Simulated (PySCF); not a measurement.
**TDDFT excited states: C3HF2NS**

Species: C₃HF₂NS.
InChI=1S/C3HF2NS/c4-2-3(5)7-1-6-2/h1H

Theory: TDDFT wB97X-D/def2-SVPD, vertical, gas phase, core orbitals frozen in the response (PySCF 2.14.0, density-fitted response routines). Geometry: GFN2-xTB; no solvent, vibrations or thermal averaging.

What does the calculation give for the low-lying excited states?

```json
{"state": "S1", "λ (nm)": "227.2", "E (eV)": "5.46", "f": "0.088", "|μ| (D)": "2.07", "symmetry": "A′", "main configurations (H = HOMO, L = LUMO)": "H→L (95%)"}
{"state": "S2", "λ (nm)": "225.0", "E (eV)": "5.51", "f": "0.0016", "|μ| (D)": "0.28", "symmetry": "–", "main configurations (H = HOMO, L = LUMO)": "H→L+1 (92%)"}
{"state": "S3", "λ (nm)": "214.4", "E (eV)": "5.78", "f": "0.0006", "|μ| (D)": "0.16", "symmetry": "–", "main configurations (H = HOMO, L = LUMO)": "H-2→L (98%)"}
{"state": "S4", "λ (nm)": "189.0", "E (eV)": "6.56", "f": "0.044", "|μ| (D)": "1.33", "symmetry": "A′", "main configurations (H = HOMO, L = LUMO)": "H-1→L (82%)"}
{"state": "S5", "λ (nm)": "187.4", "E (eV)": "6.62", "f": "0.0001", "|μ| (D)": "0.06", "symmetry": "–", "main configurations (H = HOMO, L = LUMO)": "H-1→L+1 (88%)"}
{"state": "S6", "λ (nm)": "177.4", "E (eV)": "6.99", "f": "0.0000", "|μ| (D)": "0.01", "symmetry": "–", "main configurations (H = HOMO, L = LUMO)": "H→L+2 (56%), H→L+3 (29%)"}
{"state": "S7", "λ (nm)": "168.6", "E (eV)": "7.35", "f": "0.011", "|μ| (D)": "0.62", "symmetry": "A′", "main configurations (H = HOMO, L = LUMO)": "H-2→L+1 (73%), H→L+4 (18%)"}
{"state": "S8", "λ (nm)": "163.6", "E (eV)": "7.58", "f": "0.0025", "|μ| (D)": "0.30", "symmetry": "A″", "main configurations (H = HOMO, L = LUMO)": "H→L+3 (40%), H→L+5 (31%), H→L+7 (9%)"}
```

Triplets, Tamm–Dancoff:

| state | E (eV) | λ (nm) | main configurations (H = HOMO, L = LUMO) |
| --- | --- | --- | --- |
| T1 | 3.69 | 336.0 | H→L (93%) |
| T2 | 5.21 | 238.1 | H→L+1 (76%), H-2→L (14%) |
| T3 | 5.22 | 237.6 | H-1→L (96%) |

The lowest singlet lies at 5.46 eV (227 nm, ultraviolet) and is of moderate strength; its leading configuration is HOMO→LUMO (95%). The lowest level is also the most intense of those listed (f = 0.088). Löwdin shares by element: HOMO carbon 65%, fluorine 10% or more (atoms not listed hold the other 26%); LUMO carbon 42% or more, sulfur 25%, nitrogen 19%. Orbital energies (eV): HOMO-3 -12.96, HOMO-2 -10.77, HOMO-1 -10.74, HOMO -9.30, LUMO 0.38, LUMO+1 1.04, LUMO+2 1.99. The listed states span 2.12 eV, and the widest gap between neighbours is 0.78 eV (S3 to S4). Weighted by f, the mean energy of these states is 5.96 eV. No computed singlet lies in the visible range (380 to 750 nm); the lowest, at 227 nm, stands 2.19 eV above its violet end (3.26 eV). Symmetry labels in Cs follow from the direction of the transition dipole and are given only for states with f of 0.002 or more. Singlets were solved by full linear response, triplets in the Tamm–Dancoff approximation.

On one thread, Arm Neoverse V1, on a shared host, this took 20 s of wall time.
